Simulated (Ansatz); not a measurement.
Reaction (cleavage of the Si–Si bond): `O[SiH2][SiH3]` + `[OH][Al]([Cl])[Br]` → `[SiH3][O][Al]([Cl])[Br]` + silanol

Calculated with Ansatz (gas phase, PBE0-D4/def2-TZVP geometries, no zero-point term in ΔE). CBS: MP2 limit from def2 TZ/QZ plus the TZ coupled-cluster correction, frozen cores. Functionals use def2-TZVPP. HSE06 is defined as in plane-wave codes. For Br outer-core shells are correlated without core-valence functions, which leaves a few kJ/mol of doubt a bond. Scalar relativity is left out up to krypton. Each species was taken in one conformer, which may not be the lowest.

Q: Is it downhill or uphill in electronic energy at CCSD(T)/CBS, and by how much? (An estimate is asked.)

A: Computed: Downhill: ΔE = -27.2 kcal/mol.

Q: What do these levels give: LDA (SPW92), r2SCAN-D4, r2SCANh-D4, r2SCAN0-D4, HSE06-D4, BHLYP-D4, ωB97X-V, revPBE, PBE0, CCSD(T)/def2-SVP, HF/CBS(def2), MP2/CBS(def2)? (An estimate is asked.)

A: Ansatz gave: LDA (SPW92) -20.0, r2SCAN-D4 -24.9, r2SCANh-D4 -25.5, r2SCAN0-D4 -26.2, HSE06-D4 -22.5, BHLYP-D4 -30.3, ωB97X-V -26.3, revPBE -19.7, PBE0 -22.5, CCSD(T)/def2-SVP -27.5, HF/CBS(def2) -35.4, MP2/CBS(def2) -29.1 kcal/mol.

Largest T1 diagnostic among the species: 0.012.

From PBE to PBE0 (25 % exact exchange), in def2-TZVPP and without D4, ΔE moves by −2.7 kcal/mol. In def2-TZVPP, CCSD(T) changes the Hartree–Fock value by +7.2 kcal/mol (the triples alone add +1.0 kcal/mol) and MP2 by +5.3 kcal/mol. Leaving LDA and LC-ωPBE aside and taking each functional with its dispersion term where it has one, the values, not all of them listed here, spread over 10.5 kcal/mol, from BHLYP-D4 to PBE-D4.
